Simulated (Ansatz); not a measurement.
Ansatz (a first-principles code) input (CCSD(T)/def2-TZVPP):

Ansatz 0.2 input:
```yaml
crystal:
  periodic: [false, false, false]
  atoms:
    - {symbol: Mo, position_ang: [0.01230834, -0.00738384, 0.01298973]}
    - {symbol: O, position_ang: [1.36785345, 0.78754487, -0.91611012]}
    - {symbol: O, position_ang: [0.87313689, -0.73879743, 1.23695102]}
    - {symbol: O, position_ang: [-0.86524587, -1.19384042, -1.03654413]}
    - {symbol: H, position_ang: [-0.90920776, -2.14888357, -1.20986698]}
    - {symbol: O, position_ang: [-1.15526498, 1.23670808, 0.61987502]}
    - {symbol: H, position_ang: [-1.37157856, 1.72608406, 1.43092402]}
basis:
  gaussian:
    orbitals: def2-TZVPP
total_charge: 1
magnetization: {spin_polarized: true, initial_magnetization: 1}
correlation: {method: ccsd_t, electrons: outside_noble_gas}
```

End of the output:

```
mean field evaluation 512: about -10010.7096 eV, gradient 1.5e0 eV
mean field evaluation 544: about -10010.9627 eV, gradient 3.3e-1 eV
mean field evaluation 576: about -10010.7485 eV, gradient 1.7e0 eV
mean field evaluation 608: about -10010.8711 eV, gradient 1.7e0 eV
mean field evaluation 640: about -10013.9551 eV, gradient 4.6e-1 eV
mean field evaluation 672: about -10010.6318 eV, gradient 9.8e-1 eV
mean field evaluation 704: about -10011.3195 eV, gradient 3.6e-1 eV
mean field evaluation 736: about -10004.4038 eV, gradient 4.6e1 eV
mean field evaluation 768: about -10010.7613 eV, gradient 1.4e-1 eV
mean field evaluation 800: about -10014.0394 eV, gradient 4.5e-6 eV
mean field -10014.79323326 eV, -368.0368630515 hartree, gradient 3.0e-6 eV, S^2 1.210358; 17 other end points of the search recorded, 0 dependent functions left out
determinant -10014.79323326 eV, -368.0368630515 hartree, with singles and doubles -10046.16101968 eV, -369.1896079406 hartree
determinant -10014.03944413 eV, -368.0091618120 hartree, with singles and doubles -10045.69362918 eV, -369.1724316567 hartree
determinant -10012.73701618 eV, -367.9612984676 hartree, with singles and doubles -10043.82861715 eV, -369.1038937288 hartree
determinant -10012.43914644 eV, -367.9503519568 hartree, with singles and doubles -10043.10987986 eV, -369.0774806206 hartree
determinant -10012.18554644 eV, -367.9410323284 hartree, with singles and doubles -10044.96113091 eV, -369.1455128416 hartree
determinant -10011.91848878 eV, -367.9312181407 hartree, with singles and doubles -10043.11881462 eV, -369.0778089668 hartree
determinant -10011.84559308 eV, -367.9285392729 hartree, with singles and doubles -10043.32978105 eV, -369.0855618402 hartree
determinant -10011.62758492 eV, -367.9205276211 hartree, with singles and doubles -10040.96546328 eV, -368.9986747645 hartree
determinant -10011.32542454 eV, -367.9094234317 hartree, with singles and doubles -10040.68730585 eV, -368.9884526677 hartree
determinant -10014.79323326 eV, -368.0368630515 hartree, with singles and doubles -10046.10032396 eV, -369.1873774142 hartree
determinant -10014.03944413 eV, -368.0091618120 hartree, with singles and doubles -10045.57076625 eV, -369.1679165272 hartree
8 core orbitals not correlated
reference -10014.79323326 eV, -368.0368630515 hartree; 16, 15 occupied and 184, 185 virtual orbitals, 1374 factors
second order -31.33758744 eV of doubles, -0.00000000 eV of singles
coupled cluster: 5.63 GiB planned
cycle   1  -31.30709444 eV  change   -3.7e-6 eV  update   2.8e-6
coupled cluster: 5.68 GiB planned
perturbative correction -1.88609332 eV, -0.0693126509 hartree
Total energy: -10047.98642101 eV, -369.2566902023 hartree
```

The spin state was set by rule; other spins were not relaxed.

The determinant is spin-contaminated: <S^2> is 1.21 against 0.75 for a pure state.
